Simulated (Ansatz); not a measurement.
Consider the redistribution: `O[CH2][InH][Br]` + `CN(C)B(N)N` → `C[N](C)[InH][Br]` + `NB(N)CO`.

Program: Ansatz. Geometries: PBE0-D4/def2-TZVP. ΔE: electronic, gas phase. CCSD(T)/CBS is the MP2 limit (def2-TZVPP, def2-QZVPP) plus CCSD(T) − MP2 in def2-TZVPP, frozen cores. DFT in def2-TZVPP. Elements past krypton have def2 core potentials. For Br, In outer-core shells are correlated without core-valence functions, which leaves a few kJ/mol of doubt a bond. Scalar relativity is left out up to krypton. One conformer a species, not always the lowest.

CCSD(T)/CBS gives +25.1 kJ/mol.

(1) Another level gave +36.8 kJ/mol. Which?
A. LDA (SPW92)/def2-TZVPP
B. SCS-MP2/def2-TZVPP
C. r2SCAN0-D4/def2-TZVPP
D. B2PLYP/def2-TZVPP

Largest T1 diagnostic among the species: 0.014.

Answers

(1) C. r2SCAN0-D4 36.8, B2PLYP 29.6, SCS-MP2/def2-TZVPP 25.3, LDA (SPW92) 44.7 kJ/mol.

Leaving LDA and LC-ωPBE aside and taking each functional with its dispersion term where it has one, the values, not all of them listed here, spread over 9.6 kJ/mol, from ωB97X-V to revPBE-D4. LDA lies +8.6 kJ/mol from PBE without D4. At CCSD(T), def2-SVP lies −4.5 kJ/mol from the extrapolated value and def2-TZVPP +1.8 kJ/mol.

CCSD(T)/CBS has its own doubt, a few kJ/mol and more with outer-core shells, so smaller differences from it don't rank the levels.
